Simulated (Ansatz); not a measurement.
BrHg, charge +2, doublet, geometry from GFN2-xTB of the parent state (such geometries of metal compounds can be far from the true shape) (a state made from the parent by changing its charge; the spin is typed, not shown lowest) (core potentials on Hg); Ansatz (a quantum-chemistry and plane-wave program) with BLYP/def2-SVP.

Ansatz was given this input:
Ansatz 0.2 input:
```yaml
crystal:
  periodic: [false, false, false]
  atoms:
    - {symbol: Hg, position_ang: [-0.00000000, -0.00000000, -0.92386974]}
    - {symbol: Br, position_ang: [0.00000000, 0.00000000, 2.11170226]}
basis:
  gaussian:
    orbitals: def2-SVP
hamiltonian:
  xc: blyp
total_charge: 2
magnetization: {spin_polarized: true, initial_magnetization: 1}
```

The log (banner, timings and long lists left out):

```
Functional definition: BLYP
658 factors; their error is unknown
mean field evaluation 1: about -74148.6467 eV, gradient 6.2e1 eV
mean field evaluation 2: about -73857.7942 eV, gradient 1.6e2 eV
mean field evaluation 4: about -74188.8364 eV, gradient 7.0e0 eV
mean field evaluation 8: about -74189.0672 eV, gradient 3.4e0 eV
mean field evaluation 16: about -74189.0882 eV, gradient 4.3e-5 eV
mean field evaluation 32: about -74187.1409 eV, gradient 3.2e-1 eV
mean field evaluation 64: about -74187.8188 eV, gradient 2.5e-2 eV
mean field evaluation 96: about -74186.5818 eV, gradient 1.1e1 eV
mean field evaluation 128: about -74187.2941 eV, gradient 1.6e0 eV
mean field evaluation 160: about -74185.8478 eV, gradient 1.1e1 eV
mean field evaluation 192: about -74187.9035 eV, gradient 1.0e1 eV
mean field -74189.08820820 eV, -2726.3987044812 hartree, gradient 7.3e-6 eV, S^2 0.775185; 20 other end points of the search recorded, 0 dependent functions left out
reference -74189.08846242 eV, -2726.3987138238 hartree; 27, 26 occupied and 37, 38 virtual orbitals, 658 factors
Total energy: -74189.08846242 eV, -2726.3987138238 hartree
```
